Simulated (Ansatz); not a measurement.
`B[SiH2]B[SiH2]C`. The species carries charge 0 and has multiplicity 1. Geometry: relaxed with PBE0-D4/def2-TZVP. It is one conformer, not always the lowest.

```xyz
15

B     0.187   -2.430    0.760
Si   -1.247   -1.051    1.030
B    -1.204   -0.174   -0.773
Si    0.046    1.329   -1.216
C     1.412    1.623    0.035
H    -0.076   -3.547    0.427
H     1.340   -2.131    0.867
H    -2.566   -1.652    1.377
H    -0.847   -0.093    2.102
H    -1.935   -0.589   -1.626
H     0.639    1.137   -2.573
H    -0.836    2.537   -1.298
H     2.066    0.750    0.107
H     2.025    2.481   -0.246
H     0.994    1.811    1.027
```

Task: What is the dipole moment at PBE/def2-TZVPP? (Estimate.)

Result: The calculation gave: 0.61 D, with components (0.49, 0.04, 0.36) D in this frame, pointing from negative to positive charge.

Task: And with r2SCAN, B3LYP, ωB97M-V? (An estimate is asked.)

Result: Ansatz gave: r2SCAN 0.62 D, B3LYP 0.56 D, ωB97M-V 0.59 D.

Task: Give the Mulliken charges with PBE, r2SCAN, ωB97M-V in def2-TZVPP. (An estimate is asked.)

Result: The calculation gave: 
```csv
atom,PBE,r2SCAN,ωB97M-V
B1,-0.06,-0.06,-0.18
Si2,0.06,0.17,0.03
B3,0.04,-0.02,-0.10
Si4,0.14,0.24,0.15
C5,-0.37,-0.32,-0.47
H6,0.04,0.02,0.10
H7,0.04,0.02,0.09
H8,-0.07,-0.08,-0.03
H9,-0.06,-0.07,-0.02
H10,0.05,0.03,0.12
H11,-0.07,-0.08,-0.04
H12,-0.06,-0.08,-0.03
H13,0.11,0.08,0.12
H14,0.11,0.08,0.13
H15,0.11,0.08,0.12
```

B3LYP here is the variant with VWN-RPA as its local correlation; programs differ in this.
